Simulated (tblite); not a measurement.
Species: C₅H₁₀F₂O₂.
Geometry (GFN2-xTB, Å), atoms numbered from 1 in this order:
```
atom  x, y, z in Å
C1     3.1453   -0.0930    0.1608
O2     1.8397    0.3802   -0.1367
C3     0.8338   -0.4391    0.2953
F4     0.8206   -0.4680    1.6832
C5    -0.5141    0.0860   -0.2166
C6    -0.9614    1.2642    0.6571
F7    -1.8364    2.0737   -0.0230
O8    -1.4035   -1.0011   -0.2122
C9    -2.6166   -0.7656   -0.8977
H10    3.3093   -0.1308    1.2403
H11    3.8326    0.6159   -0.2934
H12    3.2995   -1.0897   -0.2644
H13    0.9682   -1.4920   -0.0078
H14   -0.3563    0.4557   -1.2431
H15   -0.0977    1.8790    0.9226
H16   -1.4722    0.9052    1.5547
H17   -3.1506   -1.7134   -0.8906
H18   -3.2229   -0.0020   -0.4044
H19   -2.4269   -0.4557   -1.9313
```

Computed values, GFN2-xTB/tblite, gas phase, harmonic and unscaled. Against measured fundamentals such values can be off by several per cent, at times by over 20. One conformer, not necessarily the lowest.

Harmonic wavenumbers (cm⁻¹): 41.8, 79.8, 97.5, 99.4, 148.4, 172.7, 191.5, 203.8, 299.6, 309.6, 356.1, 366.9, 482.8, 567.0, 690.0, 876.7, 891.2, 993.7, 1019.6, 1037.4, 1052.2, 1089.1, 1116.7, 1124.9, 1130.5, 1136.2, 1157.0, 1189.0, 1210.9, 1247.7, 1269.3, 1299.5, 1317.2, 1334.4, 1396.3, 1404.9, 1423.1, 1457.0, 1466.2, 1474.5, 1483.4, 2853.8, 2861.0, 2926.1, 2940.3, 2963.8, 2969.6, 2977.1, 2979.1, 3031.8, 3042.3.

A = 2495, B = 948.4, C = 831.9 MHz; mass 140.065 u (most abundant isotopes); point group C1, symmetry number 1.

**Question.** What is the zero-point energy?

**Answer.** ½Σν̃ = 32625 cm⁻¹ = 93.28 kcal/mol.

**Question.** Entropy at 273.15 K, 1 bar (ideal gas, RRHO, classical rotation)?

**Answer.** Translation 40.31, rotation 29.22, vibration 30.70: S = 100.2 cal/(mol K).

**Question.** And Cp and H(273.15 K) − H(0)?

**Answer.** Cp = 36.47 cal/(mol K), of which vibrations give 28.52 (their classical limit is 51 R = 101.3); H(273.15 K) − H(0) = 6.49 kcal/mol without the zero-point energy, 4.32 from vibrations.

**Question.** What must be added to the electronic energy to get the Gibbs energy at 273.15 K and 1 bar?

**Answer.** ZPE + [H(273.15 K) − H(0)] − T·S = 93.28 + 6.49 − 27.38 = 72.39 kcal/mol.

**Question.** Which modes carry the vibrational entropy at 273.15 K?

**Answer.** 41.8 cm⁻¹: 5.00; 79.8 cm⁻¹: 3.72; 97.5 cm⁻¹: 3.33; 99.4 cm⁻¹: 3.30; 148.4 cm⁻¹: 2.53; 172.7 cm⁻¹: 2.24 cal/(mol K); the other 45 give 10.58 together.

Hindered rotation and anharmonicity are outside this model. Other conformers, if any are populated, would add a mixing term that is left out. The structure is chiral; the term R ln 2 for an equal mix with its mirror image is left out.
